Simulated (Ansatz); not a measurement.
Born–Oppenheimer molecular dynamics of BClH5NO (9 atoms, charge 0, multiplicity 1). It starts at the highest image of a converged band. Of that band: Neighbouring images differ by up to 1.4 eV, so the band resolves the path poorly. A vibrational analysis at the climbing image gives one clearly imaginary mode, 1794i cm⁻¹: a first-order saddle point.

Method: RHF/def2-SVP (Ansatz 0.2.0).

```yaml
ensemble: NVE (velocity Verlet)
time_step: 0.5 fs
steps_asked: 200
starting_velocities_drawn_for: 300 K
seed: 9935
```

First frame:

```xyz
9
Properties=species:S:1:pos:R:3
B -0.108 0.287 0.231
N -0.079 0.009 1.766
H -0.768 -0.637 2.109
H 0.818 -0.216 2.159
H 0.918 0.130 -0.363
Cl -1.591 -0.480 -0.579
O -0.405 1.802 0.509
H -1.219 2.133 0.154
H -0.403 1.288 1.557
```

How far do the bonds stretch over the last three quarters of this one trajectory? (Pairs bonded in most of those frames.)


```csv
bond,mean (Å),spread (Å),shortest,longest
B1–H5,1.208,0.013,1.19,1.23
B1–Cl6,1.897,0.079,1.72,1.99
B1–O7,1.395,0.058,1.30,1.50
N2–H3,1.015,0.035,0.94,1.09
N2–H4,1.013,0.035,0.94,1.09
N2–H9,1.038,0.088,0.89,1.18
O7–H8,0.948,0.017,0.92,0.97
```

Mean temperature of the second half: 917 K. The conserved energy stayed within 1.4 meV per atom of its start (net change 0.28 meV per atom), so the integration is sound. The kinetic energy rose, since the run started high on the potential surface and went downhill. A run of 0.1 ps of so small a system gives no equilibrium averages. The orbitals stay closed-shell, which can raise the energy where a bond breaks towards radicals; this wasn't checked here.

The run took 4.2 min on 1 thread of Arm Neoverse V1, on a shared host, peak memory 0.15 GiB.
